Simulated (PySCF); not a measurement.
Cartesian coordinates in Å; atom numbers follow the order of the lines, from 1:
```xyz
18

O     4.6440    0.5472   -0.1642
C     3.6688   -0.1005    0.1305
C     2.2938    0.3067   -0.0996
C     1.2563   -0.4679    0.2562
C    -0.1523   -0.1809    0.0838
C    -0.6230    0.9985   -0.5024
C    -1.9782    1.2221   -0.6407
C    -2.8938    0.2788   -0.1997
C    -2.4439   -0.8955    0.3822
C    -1.0893   -1.1227    0.5225
H     3.7712   -1.0925    0.6169
H     2.1630    1.2685   -0.5730
H     1.4743   -1.4207    0.7276
H     0.0754    1.7430   -0.8513
H    -2.3265    2.1376   -1.0953
H    -3.9529    0.4585   -0.3095
H    -3.1525   -1.6338    0.7268
H    -0.7431   -2.0401    0.9773
```

Level of theory: shielding tensors at PBE0/pcSseg-1 (GIAO), geometry: GFN2-xTB, in PySCF (no solvent model, rapidly exchanging positions averaged, non-relativistic, a single conformation).

Shifts are taken against calculated references (same method and geometry level): ¹³C and ¹H against TMS; ¹⁷O against H2O.

```json
{"atoms": "C3", "nucleus": "¹³C", "count": "1", "Hirshfeld charge": "-0.06", "δ (ppm)": "133.8"}
{"atoms": "C4", "nucleus": "¹³C", "count": "1", "Hirshfeld charge": "-0.02", "δ (ppm)": "159.5"}
{"atoms": "C7/C9", "nucleus": "¹³C", "count": "2", "Hirshfeld charge": "-0.04", "δ (ppm)": "134.8"}
{"atoms": "C8", "nucleus": "¹³C", "count": "1", "Hirshfeld charge": "-0.04", "δ (ppm)": "137.7"}
{"atoms": "C5", "nucleus": "¹³C", "count": "1", "Hirshfeld charge": "0.00", "δ (ppm)": "?"}
{"atoms": "C2", "nucleus": "¹³C", "count": "1", "Hirshfeld charge": "0.11", "δ (ppm)": "196.5"}
{"atoms": "H13", "nucleus": "¹H", "count": "1", "Hirshfeld charge": "0.05", "δ (ppm)": "7.25"}
{"atoms": "H12", "nucleus": "¹H", "count": "1", "Hirshfeld charge": "0.05", "δ (ppm)": "6.99"}
{"atoms": "O1", "nucleus": "¹⁷O", "count": "1", "Hirshfeld charge": "-0.24", "δ (ppm)": "?"}
{"atoms": "H15/H17", "nucleus": "¹H", "count": "2", "Hirshfeld charge": "0.05", "δ (ppm)": "?"}
{"atoms": "H11", "nucleus": "¹H", "count": "1", "Hirshfeld charge": "0.03", "δ (ppm)": "9.98"}
{"atoms": "H16", "nucleus": "¹H", "count": "1", "Hirshfeld charge": "0.06", "δ (ppm)": "7.74"}
{"atoms": "H14/H18", "nucleus": "¹H", "count": "2", "Hirshfeld charge": "0.05", "δ (ppm)": "7.97"}
{"atoms": "C6/C10", "nucleus": "¹³C", "count": "2", "Hirshfeld charge": "-0.04", "δ (ppm)": "?"}
```

Question: Complete the table.

Answer: 
- C5: 139.5 ppm, substituted aromatic carbon
- C6/C10: 135.2 ppm, aromatic CH; the aromatic region
- H15/H17: 7.77 ppm, hydrogen on an aromatic CH; it sits in the deshielding region of the aromatic ring current
- O1: 700.8 ppm, aldehyde oxygen

Shifts are as computed. Against solution values, carbons near 30 ppm lie about +3 ppm off and those near 130 ppm about +5 ppm. Of 1211 compounds with measured shifts, 218 miss one by over three times the rms of a fit or turn the order of signals round; such compounds aren't used in these exercises. Unscaled 17O shifts of doubly bonded oxygen tend to come out too high, by tens of ppm or more. Experimental scales use liquid or dissolved standards, which lie at an offset from isolated H2O (liquid H2O: subtract about 36 ppm).
